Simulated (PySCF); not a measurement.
Magnetisability: `InChI=1S/C2H9NS2Si2/c1-2-5-7(4)3-6/h2-4,7H,1H2,6H3/t7-/m1/s1`

Cartesian coordinates in Å; atom numbers follow the order of the lines, from 1:
```xyz
16

C    -2.430    0.752    1.718
C    -1.525    0.278    0.881
S    -0.629   -1.211    1.187
Si    0.502   -1.392   -0.638
S    -0.741   -1.853   -2.335
N     1.212    0.116   -1.040
Si    2.183    1.169   -0.040
H    -2.954    1.667    1.505
H    -2.673    0.243    2.634
H    -1.263    0.775   -0.040
H     1.409   -2.493   -0.369
H    -1.574   -2.657   -1.695
H     1.245    0.310   -2.029
H     2.249    2.416   -0.799
H     1.479    1.319    1.229
H     3.502    0.569    0.167
```

Computed with GIAO B3LYP/pcSseg-1 magnetisability, rotational g tensor and spin-rotation constants, non-relativistic, gas phase in PySCF 2.14.0. Geometry: GFN2-xTB.

**Question.** What are the magnetisability and the molar susceptibility?

**Answer.** Isotropic -1642 × 10⁻³⁰ J/T², or -98.9 × 10⁻⁶ cm³/mol; principal values -1810, -1610, -1504 × 10⁻³⁰ J/T², anisotropy 269 × 10⁻³⁰ J/T² (root of half the summed squared differences of the principal values). The susceptibility is in cgs units.

**Question.** Split it along the inertial axes a, b, c into diamagnetic and paramagnetic parts about the centre of mass, with the quadrupole moment.

**Answer.** 
```csv
axis,χ (10⁻⁶ cm³/mol),diamagnetic (10⁻⁶ cm³/mol),paramagnetic (10⁻⁶ cm³/mol),summed x² of all electrons (Å²),quadrupole Θ (D Å)
a,-105.8,-1242.2,1136.3,233.8,+3.93
b,-96.2,-1260.0,1163.9,229.6,-2.05
c,-94.6,-1965.9,1871.4,63.2,-1.88
```
Anisotropies 2χaa − χbb − χcc = -20.9 and 2χbb − χaa − χcc = +8.0 × 10⁻⁶ cm³/mol. Θ is traceless in Buckingham's convention.

**Question.** And the rotational g tensor?

**Answer.** 
| axis | rotational constant (GHz) | g | nuclear part | electronic part |
| --- | --- | --- | --- | --- |
| a | 1.0677 | -0.0138 | 0.5562 | -0.5700 |
| b | 1.0588 | -0.0167 | 0.5622 | -0.5789 |
| c | 0.6417 | -0.0106 | 0.5535 | -0.5641 |

Asymmetric top; isotopes 12C, 1H, 14N, 32S, 28Si; no vibrational averaging.
